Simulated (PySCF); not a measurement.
Excitations are Tamm–Dancoff values on a coarser integration grid. The basis has no diffuse functions, so Rydberg states are missing or too high.

Cartesian coordinates (Å):
SMILES: Bc1cc(F)ccc2cccc1-2
```xyz
20

B     -2.2162    -1.6783    -0.3393
C     -1.2332    -0.4894    -0.1062
C     -1.8644     0.7515     0.1138
C     -1.3205     2.0157     0.3523
F     -2.2350     2.9897     0.5188
C      0.0015     2.4427     0.4478
C      1.1511     1.6600     0.3200
C      1.2672     0.2968     0.0719
C      2.4873    -0.3958    -0.0383
C      2.2074    -1.7490    -0.2904
C      0.8146    -1.9479    -0.3462
C      0.1648    -0.7179    -0.1295
H     -3.4029    -1.4655    -0.3074
H     -1.8391    -2.7993    -0.5511
H     -2.9567     0.7533     0.1006
H      0.1265     3.5099     0.6449
H      2.0991     2.1966     0.4310
H      3.4734     0.0578     0.0583
H      2.9545    -2.5329    -0.4239
H      0.3206    -2.8982    -0.5273
```
Charge 0, multiplicity 1.

### Question
Give the S1–T1 gap (TDA), S1 oscillator strength and HOMO–LUMO gap at the level TPSSh-D3(BJ)/def2-TZVP // B3LYP-D3(BJ)/def2-SVP run with PySCF 2.14.0.

### Answer

```json
{
 "S1–T1 gap (TDA)": "0.47 eV",
 "S1 oscillator strength": "0.011",
 "HOMO–LUMO gap": "2.22 eV"
}
```
